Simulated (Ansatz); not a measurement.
```yaml
crystal:
  periodic: [false, false, false]
  atoms:
    - {symbol: F, position_ang: [-2.299712, 0.151335, 0.072286]}
    - {symbol: Ge, position_ang: [-0.782341, -0.191269, -0.744430]}
    - {symbol: In, position_ang: [1.173331, 0.231046, 0.940569]}
    - {symbol: H, position_ang: [-0.929359, -1.649452, -1.233507]}
    - {symbol: H, position_ang: [-0.796080, 0.730711, -1.984015]}
    - {symbol: H, position_ang: [0.840235, 0.760296, 2.543419]}
    - {symbol: H, position_ang: [2.793918, -0.032676, 0.405678]}
basis:
  gaussian: {orbitals: def2-TZVPP}
magnetization: {spin_polarized: true, initial_magnetization: 1}
hamiltonian: {xc: {name: wB97X-V}}
```

```sh
$ ansatz run in.yaml --threads 2 --pin off --events-out ev --progress --plain --max-ram 4352MiB
```

Output, abridged:

```
Error: a molecule whose nuclei and cores have a total charge of 66 cannot have a net charge of 0 together with 1 unpaired electrons
```

Problem. Something in this input is off. What?

Solution. The number of unpaired electrons doesn't fit the electron count. The input was rejected before any iteration.
